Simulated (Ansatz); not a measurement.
Z-matrix (Å, degrees):
```
Mo
F 1 1.9302
N 1 1.9815 2 154.81
H 3 1.0236 1 124.65 2 -148.76
H 3 1.0248 4 111.63 1 -175.28
N 1 1.9826 2 83.51 3 49.09
H 6 1.0243 1 128.82 2 164.01
H 6 1.0276 7 111.89 5 -148.97
N 1 1.9873 2 116.03 8 165.86
H 9 1.0258 1 122.83 2 88.71
H 9 1.0276 10 110.50 1 -157.30
N 1 1.9882 2 78.34 8 -114.05
H 12 1.0254 1 125.54 2 -179.89
H 12 1.0271 13 111.63 10 -107.49
N 1 2.0076 2 89.68 14 -148.94
H 15 1.0254 1 119.45 2 -65.13
H 15 1.0264 16 109.80 1 -148.84
```
Charge 0, multiplicity 1.

The numbers are results of frozen-core CCSD(T)/def2-TZVPP // BP86-D3(BJ)/def2-SVP (Ansatz, a program for electronic structure), not measurements.

| Quantity | Value |
|---|---|
| HF energy | -445.19299 Ha |
| MP2 correlation energy | -2.00350 Ha |

Task: Estimate the CCSD correlation energy, the (T) correction, the total energy and the T1 diagnostic.

Result: 
```json
{
 "CCSD correlation energy": "-1.96301 Ha",
 "(T) correction": "-0.10976 Ha",
 "CCSD(T) total energy": "-447.26576 Ha",
 "T1 diagnostic": "0.028"
}
```
